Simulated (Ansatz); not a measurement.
Total energies of cyclo-(H2GeO)2 (Ge2O2H4) from Ansatz at r2SCAN-D4/def2-TZVP, gas phase (1 Eh = 27.2114 eV = 2625.5 kJ/mol). The reference geometry is relaxed at PBE-D4/def2-SVP.

```
                 state   geometry  energy (Eh)
      charge 0 singlet  reference  -4306.89542
      charge 1 doublet  reference  -4306.53360
free Ge atom (triplet)          –  -2076.90335
 free H atom (doublet)          –     -0.49993
 free O atom (triplet)          –    -75.05861
```

(1) Work out the vertical ionisation energy to the doublet.

(2) What is the binding energy per atom against free atoms?

(1) E(charge 1 doublet) − E(charge 0 singlet) = -4306.53360 − (-4306.89542) = 0.36182 Eh = 9.85 eV. For comparison, −ε of the highest occupied level is 7.02 eV at this level, 2.83 eV less.

(2) Atoms: 2 × (-2076.90335) + 4 × (-0.49993) + 2 × (-75.05861) = -4305.92364 Eh. Binding: -4305.92364 − (-4306.89542) = 0.97178 Eh = 26.44 eV, or 3.31 eV for each of 8 atoms (no zero-point energy, no counterpoise term).
